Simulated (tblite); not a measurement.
C5H12As2.
Numbering: `[CH3:1][C@@H:2]1[CH2:3][C@H:4]([AsH2:5])[C@@H:6]1[AsH2:7]` (hydrogens: H8, H9, H10 on C1; H11 on C2; H12, H13 on C3; H14 on C4; H15, H16 on As5; H17 on C6; H18, H19 on As7)

Computed with GFN2-xTB (tblite), gas phase: L-BFGS steps from a force-field or distance-geometry start until the largest atomic force falls under 0.01 eV/Å.

Step 57: E = -585.7861 eV
```
atom  x, y, z in Å  |  force x, y, z in eV/Å
C1      1.8920    0.2132   -0.7978    0.032   0.004  -0.025
C2      1.1155    0.4102    0.4918    0.035   0.018  -0.028
C3      0.6357   -0.8997    1.1390    0.001   0.024   0.014
C4     -0.8081   -0.5775    0.7154    0.002   0.020   0.050
As5    -1.4827   -1.7097   -0.7722    0.043  -0.027  -0.009
C6     -0.3544    0.8319    0.2958   -0.025   0.067  -0.026
As7    -0.9266    1.4210   -1.5157    0.026  -0.027   0.017
H8      2.9092   -0.1115   -0.5860   -0.008  -0.044  -0.019
H9      1.4018   -0.5371   -1.4236   -0.005  -0.009   0.005
H10     1.9391    1.1514   -1.3584    0.002   0.009   0.024
H11     1.6858    1.0655    1.1584   -0.033  -0.021   0.010
H12     0.7827   -0.9268    2.2194   -0.022  -0.009  -0.007
H13     1.0652   -1.8058    0.7023   -0.002  -0.020   0.004
H14    -1.5353   -0.5901    1.5352    0.029  -0.005   0.018
H15    -2.8979   -1.2122   -0.6633   -0.001  -0.002   0.008
H16    -1.8394   -2.8550    0.1478    0.004   0.008  -0.027
H17    -0.6507    1.5935    1.0281   -0.015  -0.017  -0.007
H18    -0.6109    2.8797   -1.2732   -0.010  -0.020   0.006
H19    -2.3309    1.6680   -1.0505   -0.053   0.050  -0.009
```

Step 58: E = -585.7868 eV
```
atom  x, y, z in Å  |  force x, y, z in eV/Å
C1      1.8890    0.2093   -0.8008    0.014   0.001  -0.009
C2      1.1165    0.4114    0.4902    0.022  -0.015   0.000
C3      0.6360   -0.8960    1.1428   -0.014   0.000   0.010
C4     -0.8069   -0.5761    0.7146   -0.003   0.020   0.027
As5    -1.4735   -1.7111   -0.7748    0.033  -0.013  -0.016
C6     -0.3540    0.8338    0.2954    0.008   0.042   0.000
As7    -0.9283    1.4247   -1.5120    0.012  -0.017  -0.005
H8      2.9047   -0.1213   -0.5914   -0.006  -0.033  -0.024
H9      1.3924   -0.5391   -1.4240    0.000  -0.009   0.002
H10     1.9362    1.1475   -1.3607    0.019   0.010   0.012
H11     1.6886    1.0655    1.1561   -0.028  -0.007  -0.002
H12     0.7782   -0.9198    2.2237   -0.013   0.009  -0.002
H13     1.0662   -1.8058    0.7140   -0.002  -0.007  -0.008
H14    -1.5390   -0.5902    1.5297    0.032  -0.003   0.033
H15    -2.8913   -1.2149   -0.6750    0.016  -0.008   0.011
H16    -1.8324   -2.8544    0.1457   -0.001   0.002  -0.023
H17    -0.6469    1.5930    1.0306   -0.029  -0.002   0.002
H18    -0.6127    2.8832   -1.2681   -0.012  -0.020   0.005
H19    -2.3324    1.6695   -1.0435   -0.048   0.051  -0.013
```

Step 59: E = -585.7872 eV
```
atom  x, y, z in Å  |  force x, y, z in eV/Å
C1      1.8882    0.2081   -0.8023   -0.003  -0.004   0.005
C2      1.1172    0.4120    0.4892    0.003  -0.031   0.016
C3      0.6361   -0.8942    1.1442   -0.018  -0.016   0.003
C4     -0.8062   -0.5750    0.7149   -0.005   0.013   0.000
As5    -1.4690   -1.7121   -0.7758    0.019   0.005  -0.013
C6     -0.3538    0.8353    0.2949    0.026   0.005   0.021
As7    -0.9291    1.4250   -1.5107   -0.012  -0.005  -0.013
H8      2.9026   -0.1270   -0.5941   -0.001  -0.023  -0.025
H9      1.3880   -0.5386   -1.4248    0.001  -0.006  -0.001
H10     1.9356    1.1472   -1.3603    0.031   0.007   0.003
H11     1.6888    1.0651    1.1561   -0.017   0.005  -0.008
H12     0.7761   -0.9176    2.2253   -0.005   0.020   0.003
H13     1.0662   -1.8062    0.7186   -0.005   0.005  -0.011
H14    -1.5399   -0.5903    1.5282    0.029   0.001   0.039
H15    -2.8886   -1.2162   -0.6792    0.031  -0.013   0.009
H16    -1.8294   -2.8541    0.1447   -0.002  -0.005  -0.019
H17    -0.6457    1.5929    1.0314   -0.032   0.013   0.008
H18    -0.6129    2.8832   -1.2667   -0.011  -0.017   0.003
H19    -2.3341    1.6716   -1.0411   -0.030   0.046  -0.020
```

Step 60: E = -585.7877 eV
```
atom  x, y, z in Å  |  force x, y, z in eV/Å
C1      1.8878    0.2076   -0.8034   -0.017  -0.010   0.015
C2      1.1179    0.4120    0.4887   -0.016  -0.032   0.024
C3      0.6360   -0.8933    1.1451   -0.014  -0.025  -0.005
C4     -0.8058   -0.5738    0.7154   -0.006   0.000  -0.022
As5    -1.4654   -1.7129   -0.7765    0.005   0.022  -0.003
C6     -0.3533    0.8367    0.2947    0.026  -0.030   0.032
As7    -0.9299    1.4243   -1.5101   -0.036   0.007  -0.011
H8      2.9008   -0.1322   -0.5967    0.003  -0.014  -0.024
H9      1.3846   -0.5373   -1.4258    0.002   0.000  -0.003
H10     1.9362    1.1480   -1.3590    0.039   0.001  -0.003
H11     1.6883    1.0647    1.1564   -0.002   0.013  -0.009
H12     0.7745   -0.9162    2.2263    0.002   0.026   0.008
H13     1.0659   -1.8066    0.7213   -0.008   0.013  -0.011
H14    -1.5397   -0.5904    1.5281    0.024   0.005   0.040
H15    -2.8862   -1.2176   -0.6815    0.042  -0.016   0.004
H16    -1.8272   -2.8538    0.1440   -0.001  -0.010  -0.015
H17    -0.6456    1.5930    1.0319   -0.028   0.023   0.010
H18    -0.6127    2.8820   -1.2663   -0.007  -0.011  -0.002
H19    -2.3360    1.6747   -1.0399   -0.007   0.037  -0.025
```

Question: Estimate the geometry and energy of step 61. (The exact step hangs on the optimiser's Hessian estimate; all steps are aligned on step 60, rigid shifts and turns removed.)

Answer: E = -585.7883 eV, largest force 0.067 eV/Å
```
atom  x, y, z in Å  |  force x, y, z in eV/Å
C1      1.8866    0.2061   -0.8049   -0.026  -0.015   0.023
C2      1.1187    0.4114    0.4884   -0.034  -0.020   0.024
C3      0.6354   -0.8923    1.1469   -0.004  -0.026  -0.010
C4     -0.8054   -0.5723    0.7156   -0.007  -0.017  -0.031
As5    -1.4594   -1.7138   -0.7780   -0.008   0.035   0.009
C6     -0.3524    0.8383    0.2951    0.009  -0.057   0.034
As7    -0.9317    1.4244   -1.5091   -0.055   0.017  -0.003
H8      2.8980   -0.1400   -0.6011    0.006  -0.004  -0.019
H9      1.3790   -0.5362   -1.4271    0.002   0.010  -0.007
H10     1.9378    1.1482   -1.3579    0.041  -0.013  -0.005
H11     1.6881    1.0645    1.1558    0.018   0.019  -0.007
H12     0.7718   -0.9126    2.2283    0.009   0.026   0.011
H13     1.0656   -1.8069    0.7259   -0.012   0.016  -0.011
H14    -1.5396   -0.5903    1.5280    0.017   0.008   0.034
H15    -2.8813   -1.2202   -0.6861    0.044  -0.016  -0.001
H16    -1.8236   -2.8535    0.1426    0.003  -0.015  -0.013
H17    -0.6457    1.5936    1.0330   -0.018   0.026   0.008
H18    -0.6132    2.8810   -1.2649   -0.002  -0.002  -0.007
H19    -2.3386    1.6797   -1.0379    0.015   0.026  -0.029
```

The energy changes by -0.0006 eV. The first-order estimate −F·Δx gives -0.0008 eV and the mean of the old and new forces, exact on a quadratic surface, -0.0006 eV. The step makes an angle of 73° with the force vector and moves no atom by more than 0.009 Å.

The cost below is that of the whole relaxation. The run took 1.4 s on one thread of an Arm Neoverse N1, no GPU (shared host).
